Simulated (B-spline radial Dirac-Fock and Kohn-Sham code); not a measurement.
Z = 19 (potassium), transition energy 2000 keV. Method: a Dirac-Hartree-Slater potential of the neutral atom with a Latter tail (no hole, which puts coefficients of high multipoles low close above an edge), finite nucleus with surface currents. Computed with an atomic code on a B-spline grid. Subshells that would emit electrons below 1 keV are left out, and so is internal pair formation.

Problem. A pure transition shows α(K) = 2.69e-05, L1/L2 = 312 and L1/L3 = 322. What is its multipolarity?
A. E2
B. E1
C. M2
D. M4
E. E4
F. M3
G. E3
H. M1

Solution. G. For comparison, α(K), L1/L2, L1/L3 are E1 1.00e-05, 932, 258; E2 1.69e-05, 526, 303; E4 4.19e-05, 200, 310; M1 1.54e-05, 623, 406; M2 2.55e-05, 395, 532; M3 4.04e-05, 274, 556; M4 6.29e-05, 201, 458.
